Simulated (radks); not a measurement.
All-electron atom: Zr3+ in [Kr] 4d0.5 5p0.5 (fractional occupations, a model configuration).

Method: scalar-relativistic Kohn-Sham, r2SCAN, spin-polarised, spherical densities, finite nucleus; open shells are filled with parallel spins first (spin-orbit coupling, left out, can overturn this in heavy ions); meta-GGA in the generalised Kohn-Sham scheme; Fermi nuclear charge, rms radius 4.2694 fm; computed with a radial shooting solver on a logarithmic mesh with Libxc functionals.

Energy parts (Ry):
| part | energy |
|---|---|
| total | -7194.63812 |
| kinetic | 7398.04167 |
| electron-nucleus | -17240.76576 |
| Hartree | 2875.08873 |
| exchange-correlation | -227.00277 |

Orbitals (lengths in bohr, moments of r in powers of bohr):
| orbital | occ. | eigenvalue (Ry) | <r^4> | <1/r> | <r^2> |
|---|---|---|---|---|---|
| 1s up | 1 | -1315.381 | 8.892e-06 | 41.25 | 0.001854 |
| 1s down | 1 | -1315.380 | 8.892e-06 | 41.25 | 0.001854 |
| 2s up | 1 | -185.0604 | 0.001673 | 9.266 | 0.03113 |
| 2s down | 1 | -185.0544 | 0.001673 | 9.266 | 0.03113 |
| 2p up | 3 | -165.0950 | 0.001204 | 9.013 | 0.02455 |
| 2p down | 3 | -165.0900 | 0.001204 | 9.013 | 0.02455 |
| 3s up | 1 | -32.58931 | 0.08953 | 3.150 | 0.2397 |
| 3s down | 1 | -32.58613 | 0.08951 | 3.149 | 0.2397 |
| 3p up | 3 | -26.01656 | 0.1012 | 2.985 | 0.2479 |
| 3p down | 3 | -26.01253 | 0.1011 | 2.985 | 0.2479 |
| 3d up | 5 | -15.26887 | 0.1214 | 2.739 | 0.2474 |
| 3d down | 5 | -15.26233 | 0.1212 | 2.739 | 0.2473 |
| 4s up | 1 | -6.31032 | 3.978 | 1.123 | 1.630 |
| 4s down | 1 | -6.27511 | 3.973 | 1.124 | 1.628 |
| 4p up | 3 | -4.60439 | 6.352 | 0.9980 | 2.024 |
| 4p down | 3 | -4.56321 | 6.237 | 1.001 | 2.010 |
| 4d up | 0.5 | -2.20704 | 24.93 | 0.7280 | 3.794 |
| 4d down | 0 | -2.12141 | 21.78 | 0.7495 | 3.558 |
| 4f up | 0 | -0.77547 | 597.7 | 0.2862 | 19.37 |
| 5s up | 0 | -1.85462 | 133.6 | 0.4400 | 9.707 |
| 5s down | 0 | -1.66528 | 137.9 | 0.4511 | 9.718 |
| 5p up | 0.5 | -1.46568 | 231.8 | 0.3784 | 12.83 |

The highest occupied level is 5p up at -19.942 eV. The configuration is held as typed, so some empty levels lie below it. The density falls to 0.001 e/bohr^3 at r = 3.82 bohr. The electron density at the nucleus is 7.604e+04 e/bohr^3 (large components only). Spin moment in Bohr magnetons: 1. Summed over all electrons, <r^2> = 28.33 bohr^2, which gives a Langevin (diamagnetic) susceptibility term of -22.4 x 10^-6 cm^3/mol. The spin density at the nucleus is -0.3674 e/bohr^3 (1s -0.0328, 2s -0.1247, 3s 0.1432, 4s -0.3531).
